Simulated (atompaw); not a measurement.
u(r) = r·R(r): atom against pseudo-atom (tantalum (Ta))

Columns: radius, all-electron u(r) and pseudo u(r) of the 5d shell (level -5.42 eV) of tantalum in the configuration [Xe] 4f14 5d3 6s1.75 6p0; LDA (PW92), scalar-relativistic, PAW (atompaw) scheme, atompaw 4.2.0.5.

| r (bohr) | all-electron | pseudo |
| --- | --- | --- |
| 0.115 | 0.2007 | 0.0001 |
| 0.231 | -0.0462 | 0.0007 |
| 0.346 | -0.2817 | 0.0023 |
| 0.462 | -0.2735 | 0.0055 |
| 0.577 | -0.1210 | 0.0107 |
| 0.692 | 0.0728 | 0.0185 |
| 0.808 | 0.2566 | 0.0295 |
| 0.923 | 0.4072 | 0.0440 |
| 1.038 | 0.5222 | 0.0624 |
| 1.154 | 0.6053 | 0.0853 |
| 1.269 | 0.6600 | 0.1127 |
| 1.385 | 0.6930 | 0.1450 |
| 1.500 | 0.7086 | 0.1815 |
| 1.615 | 0.7113 | 0.2220 |
| 1.731 | 0.7043 | 0.2661 |
| 1.846 | 0.6904 | 0.3117 |
| 1.962 | 0.6714 | 0.3579 |
| 2.077 | 0.6492 | 0.4016 |
| 2.192 | 0.6247 | 0.4407 |
| 2.308 | 0.5986 | 0.4726 |
| 2.423 | 0.5722 | 0.4943 |
| 2.538 | 0.5455 | 0.5041 |
| 2.654 | 0.5187 | 0.5016 |
| 2.769 | 0.4926 | 0.4879 |
| 2.885 | 0.4669 | 0.4664 |
| 3.000 | 0.4422 | 0.4422 |

How many radial nodes do the two functions have?

The all-electron 5d function has n − l − 1 = 2; the pseudo-wave has 0, since the states of the same l below it are removed with the core.

Is the pseudo-wave norm-conserving?

No, it belongs to a PAW set: the norm inside the radius is not constrained, and the difference is carried by the augmentation charge.
